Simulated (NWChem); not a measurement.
# CH$_{3}$ClSn, singlet; SMILES [Cl][Sn][CH3]

All runs: NWChem. Low-valent species are run as closed-shell singlets; no triplet was tried in these runs. All runs use the structure optimised with PBE0/def2-SVP. No frequency run checked for a minimum. def2 effective core potentials on Sn; no spin-orbit coupling. Ions are spin-unrestricted doublets at the neutral geometry; other ion states weren't tried.

### Question
Estimate the computed values for PBE/def2-SVP. Quantities: vertical ionisation energy, ΔSCF (eV); −ε(HOMO) (eV).

### Answer
vertical ionisation energy, ΔSCF (eV): 8.51
−ε(HOMO) (eV): 5.53
